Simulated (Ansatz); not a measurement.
Consider the ligand exchange at a Ga–S bond: `[CH3][GaH][S]S` + `CCNC` → `CC[N](C)[GaH][CH3]` + `SS`.

Isolated molecules relaxed with PBE0-D4/def2-TZVP in Ansatz; ΔE leaves out vibrations. CCSD(T)/CBS is the MP2 limit (def2-TZVPP, def2-QZVPP) plus CCSD(T) − MP2 in def2-TZVPP, frozen cores. This one scheme is used for every species. DFT in def2-TZVPP. B3LYP here is the variant with VWN-RPA as its local correlation; programs differ in this. For Ga outer-core shells are correlated without core-valence functions, which leaves a few kJ/mol of doubt a bond. Scalar relativity is left out up to krypton. Each species was taken in one conformer, which may not be the lowest.

Q: Is it downhill or uphill in electronic energy at CCSD(T)/CBS, and by how much? (Best estimate.)

A: Computed: Uphill: ΔE = +45.6 kJ/mol.

Q: What do these levels give: PBE-D4, PBE0-D4, B3LYP-D4, B2PLYP, PBE0, B3LYP, HF/def2-QZVPP, MP2/def2-QZVPP, SCS-MP2/def2-QZVPP, HF/CBS(def2), MP2/CBS(def2), CCSD/CBS(def2)? (An estimate is asked.)

A: Ansatz gave: PBE-D4 52.6, PBE0-D4 56.0, B3LYP-D4 50.3, B2PLYP 50.6, PBE0 59.4, B3LYP 56.0, HF/def2-QZVPP 63.9, MP2/def2-QZVPP 44.2, SCS-MP2/def2-QZVPP 45.0, HF/CBS(def2) 63.7, MP2/CBS(def2) 46.1, CCSD/CBS(def2) 47.6 kJ/mol.

Largest T1 diagnostic among the species: 0.013.

The D4 term adds −5.8 kJ/mol with B3LYP and −3.5 kJ/mol with PBE0; it sums over pairs of atoms, weighted by their polarisabilities, and B3LYP, whose exchange is more repulsive, gets the larger term. In def2-TZVPP, CCSD(T) changes the Hartree–Fock value by −22.8 kJ/mol (the triples alone add −2.0 kJ/mol) and MP2 by −22.4 kJ/mol.
